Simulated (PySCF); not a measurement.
Start geometry of `[O]=[W-2](=[O])(=[O])=[O]` ([WO4]2-) from GFN2-xTB (Å):
```
atom  x, y, z in Å
W1     0.0612   -0.0773    0.0127
O2    -0.0058   -0.0323    1.7970
O3     1.6359    0.0047   -0.6372
O4    -0.7577    1.4828   -0.5916
O5    -0.8588   -1.4884   -0.6430
```

Problem. What comes out of this run: PBE0-D3(BJ)/def2-SVP geometry optimisation, gas phase, def2 core potentials past Kr (PySCF)?

Solution. 
```
atom  x, y, z in Å
W1     0.0146   -0.0221   -0.0125
O2     0.0309   -0.0383    1.7790
O3     1.6984   -0.0438   -0.6243
O4    -0.8113    1.4602   -0.5891
O5    -0.8577   -1.4666   -0.6152
```

The energy falls by 34.1 kJ/mol over 7 energy and gradient evaluations, the largest force component goes from 0.1153 to 2.0e-04 Eh/bohr, and the atoms move by 0.060 Å rms after alignment. The bond that changes most is W1–O3 (ends: tungsten bonded to 4 O; oxygen bonded to W), which lengthens by 0.086 Å. Bonds longer at the end by more than 0.005 Å: 2 of 4; shorter: 2. Among the angles that change most is O3–W1–O4, from 104.0° to 109.5°. The orientation of the end geometry is arbitrary; only internal coordinates are fixed.

The run used 88 basis functions and 56 SCF cycles in all.

No frequency check. Whether so highly charged an anion holds all its electrons in the gas phase wasn't checked; a finite basis holds them in any case. The ion is multiply charged and computed without counter-ions or solvent. The geometry's basis has no diffuse functions, a weakness for an anion.
